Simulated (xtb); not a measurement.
Re(O)3(Me) (CH3O3Re), SMILES [CH3][Re](=[O])(=[O])=[O], multiplicity 1. All values are semi-empirical tight-binding results from xtb (GFN2-xTB unless named), good for trends rather than for accurate numbers. Geometry optimised at GFN2-xTB. The spin state was assumed, not searched. The isomer is the one that the SMILES or the coordinates give; other isomers of the formula were not compared.

Optimised geometry:

```xyz
8

Re     0.0000     0.0000    -0.1572
O     -1.4249     0.8227    -0.3160
O      1.4249     0.8227    -0.3160
O      0.0000    -1.6454    -0.3160
C      0.0000     0.0000     2.0344
H      0.0000     1.0309     2.3903
H      0.8928    -0.5155     2.3903
H     -0.8928    -0.5155     2.3903
```

For metal compounds this method's bond lengths and energies can be far off.

Computed properties:
```
Property                                      Result
-------------------------------------  -------------
point group as xtb finds it                      C3v
orbital gap                                  3.18 eV
zero-point energy                      27.2 kcal/mol
G − E(el) at 298.15 K (modified RRHO)   7.7 kcal/mol
```

Give the atomic charges and the Wiberg bond orders between heavy atoms. (Estimate from the structure and the level; the computed values follow.)

charges (e) Re1 0.76, O2 -0.34, O3 -0.34, O4 -0.34, C5 -0.12, H6 0.13, H7 0.13, H8 0.13. Bond orders Re1–O2 2.10, Re1–O3 2.10, Re1–O4 2.10, Re1–C5 1.02.
